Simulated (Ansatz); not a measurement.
Input for Ansatz (a first-principles code): U-B3LYP-D3(BJ)/def2-TZVP on COW (SMILES [O+]#[C-]->[W]), 2S+1 = 3, a spin state set in the input, which need not be the lowest. Elements past Kr take the def2 small-core potentials; no spin–orbit coupling.

Ansatz 0.2 input:
```yaml
crystal:
  periodic: [false, false, false]
  atoms:
    - {symbol: W, position_ang: [-1.07445079, -0.86885018, -0.97616551]}
    - {symbol: O, position_ang: [0.85757633, 0.71521317, 0.76323414]}
    - {symbol: C, position_ang: [0.18370574, 0.20100861, 0.14251174]}
basis:
  gaussian:
    orbitals: def2-TZVP
hamiltonian:
  xc: b3lyp
  dispersion: d3bj
magnetization: {spin_polarized: true, initial_magnetization: 2}
relax: {f_tol: 0.005, max_steps: 120}
```

Output:

```
WARN ansatz: RAYON_NUM_THREADS=1 ignored (pool sized by the plan → 1); use --threads N
Functional definition: B3LYP
integrals: 0.03 GiB planned
724 factors; their error is unknown
mean field: 0.35 GiB planned
mean field evaluation 1: about -4891.6449 eV, gradient 5.8e1 eV
mean field evaluation 2: about -4417.2746 eV, gradient 2.1e2 eV
mean field evaluation 4: about -4903.3757 eV, gradient 2.7e1 eV
mean field evaluation 8: about -4906.2164 eV, gradient 3.5e-1 eV
mean field evaluation 16: about -4906.5486 eV, gradient 8.6e-1 eV
mean field evaluation 32: about -4906.7219 eV, gradient 1.4e-2 eV
mean field evaluation 64: about -4906.6150 eV, gradient 7.4e-4 eV
mean field evaluation 96: about -4906.6708 eV, gradient 1.8e-2 eV
mean field evaluation 128: about -4906.5670 eV, gradient 1.8e0 eV
mean field evaluation 160: about -4906.7219 eV, gradient 1.6e-3 eV
mean field evaluation 192: about -4906.7215 eV, gradient 1.5e-1 eV
mean field evaluation 224: about -4906.6696 eV, gradient 9.3e-2 eV
mean field -4906.72194647 eV, -180.3187056372 hartree, gradient 2.6e-10 eV, S^2 2.488409; 8 other end points of the search recorded, 0 dependent functions left out
the calculation of the forces begins
reference -4906.72213270 eV, -180.3187124811 hartree; 15, 13 occupied and 87, 89 virtual orbitals, 724 factors
relax step   1: F+E_penalty+E_count = -4906.82675057 eV  Δ(F+E_penalty+E_count) = +0.000e0 eV  max|allowed force component| = 1.045e1 eV/Å  Δτ_max = 0.0000 Å  (1649 SCF iters, accepted)
these checks for a lower state are left out or cut short: starts, cluster_reference, orbital_swaps, neighbouring_geometries, increment
integrals: 0.03 GiB planned
724 factors; their error is unknown
mean field: 0.35 GiB planned
mean field evaluation 256: about -4907.5010 eV, gradient 6.6e-6 eV
mean field evaluation 288: about -4907.5009 eV, gradient 5.9e-2 eV
mean field -4907.50096237 eV, -180.3473339436 hartree, gradient 1.1e-10 eV, S^2 2.536617; 1 other end points of the search recorded, 0 dependent functions left out
the calculation of the forces begins
reference -4907.50114908 eV, -180.3473408051 hartree; 15, 13 occupied and 87, 89 virtual orbitals, 724 factors
relax step   2: F+E_penalty+E_count = -4907.60547198 eV  Δ(F+E_penalty+E_count) = -7.787e-1 eV  max|allowed force component| = 6.741e-1 eV/Å  Δτ_max = 0.0578 Å  (430 SCF iters, accepted)
these checks for a lower state are left out or cut short: starts, cluster_reference, orbital_swaps, neighbouring_geometries, increment
integrals: 0.03 GiB planned
724 factors; their error is unknown
mean field: 0.35 GiB planned
mean field -4907.52067276 eV, -180.3480582871 hartree, gradient 3.5e-11 eV, S^2 2.523738; 0 other end points of the search recorded, 0 dependent functions left out
the calculation of the forces begins
reference -4907.52085982 eV, -180.3480651613 hartree; 15, 13 occupied and 87, 89 virtual orbitals, 724 factors
relax step   3: F+E_penalty+E_count = -4907.62537022 eV  Δ(F+E_penalty+E_count) = -1.990e-2 eV  max|allowed force component| = 1.965e-1 eV/Å  Δτ_max = 0.0358 Å  (161 SCF iters, accepted)
these checks for a lower state are left out or cut short: starts, cluster_reference, orbital_swaps, neighbouring_geometries, increment
integrals: 0.03 GiB planned
724 factors; their error is unknown
mean field: 0.35 GiB planned
mean field evaluation 320: about -4907.5232 eV, gradient 4.2e-4 eV
mean field -4907.52318927 eV, -180.3481507671 hartree, gradient 8.2e-11 eV, S^2 2.527564; 0 other end points of the search recorded, 0 dependent functions left out
the calculation of the forces begins
reference -4907.52337626 eV, -180.3481576386 hartree; 15, 13 occupied and 87, 89 virtual orbitals, 724 factors
relax step   4: F+E_penalty+E_count = -4907.62784542 eV  Δ(F+E_penalty+E_count) = -2.475e-3 eV  max|allowed force component| = 1.716e-2 eV/Å  Δτ_max = 0.0113 Å  (152 SCF iters, accepted)
these checks for a lower state are left out or cut short: starts, cluster_reference, orbital_swaps, neighbouring_geometries, increment
integrals: 0.03 GiB planned
724 factors; their error is unknown
mean field: 0.35 GiB planned
mean field -4907.52317506 eV, -180.3481502446 hartree, gradient 1.1e-10 eV, S^2 2.528051; 0 other end points of the search recorded, 0 dependent functions left out
the calculation of the forces begins
reference -4907.52336204 eV, -180.3481571163 hartree; 15, 13 occupied and 87, 89 virtual orbitals, 724 factors
relax step   5: F+E_penalty+E_count = -4907.62782779 eV  Δ(F+E_penalty+E_count) = +1.763e-5 eV  max|allowed force component| = 4.068e-2 eV/Å  Δτ_max = 0.0007 Å  (148 SCF iters, rejected (line search))
these checks for a lower state are left out or cut short: starts, cluster_reference, orbital_swaps, neighbouring_geometries, increment
integrals: 0.03 GiB planned
724 factors; their error is unknown
mean field: 0.35 GiB planned
mean field evaluation 352: about -4907.5232 eV, gradient 8.4e-6 eV
mean field -4907.52319468 eV, -180.3481509658 hartree, gradient 7.7e-10 eV, S^2 2.527729; 0 other end points of the search recorded, 0 dependent functions left out
the calculation of the forces begins
reference -4907.52338166 eV, -180.3481578373 hartree; 15, 13 occupied and 87, 89 virtual orbitals, 724 factors
relax step   6: F+E_penalty+E_count = -4907.62784954 eV  Δ(F+E_penalty+E_count) = -4.124e-6 eV  max|allowed force component| = 2.088e-5 eV/Å  Δτ_max = 0.0003 Å  (171 SCF iters, accepted)
integrals: 0.03 GiB planned
724 factors; their error is unknown
mean field: 0.35 GiB planned
mean field evaluation 384: about -4907.2368 eV, gradient 1.6e-3 eV
mean field evaluation 416: about -4907.2811 eV, gradient 3.3e0 eV
mean field evaluation 448: about -4907.2166 eV, gradient 3.8e0 eV
mean field evaluation 480: about -4907.4133 eV, gradient 1.3e0 eV
mean field evaluation 512: about -4907.5232 eV, gradient 3.2e-3 eV
mean field evaluation 544: about -4907.4232 eV, gradient 3.0e0 eV
mean field evaluation 576: about -4907.4549 eV, gradient 1.3e-3 eV
mean field -4907.52319621 eV, -180.3481510220 hartree, gradient 1.7e-11 eV, S^2 2.527735; 19 other end points of the search recorded, 0 dependent functions left out
the calculation of the forces begins
reference -4907.52338319 eV, -180.3481578936 hartree; 15, 13 occupied and 87, 89 virtual orbitals, 724 factors
Total energy: -4907.62803806 eV, -180.3520038889 hartree
Atom 0 at    -1.064303    -0.850790    -0.970599 Å, force    -0.000006    -0.000015     0.000000 eV/Å
Atom 1 at     0.884258     0.752432     0.781632 Å, force     0.000018    -0.000002     0.000024 eV/Å
Atom 2 at     0.146876     0.145729     0.118548 Å, force    -0.000012     0.000016    -0.000025 eV/Å
Dipole moment:    -0.400347    -0.329394    -0.360010 e Å
```

Self-consistency was reached. Its determinant has ⟨S²⟩ = 2.53, a mixture of spin states.

Cost: very roughly 4 core-minutes.
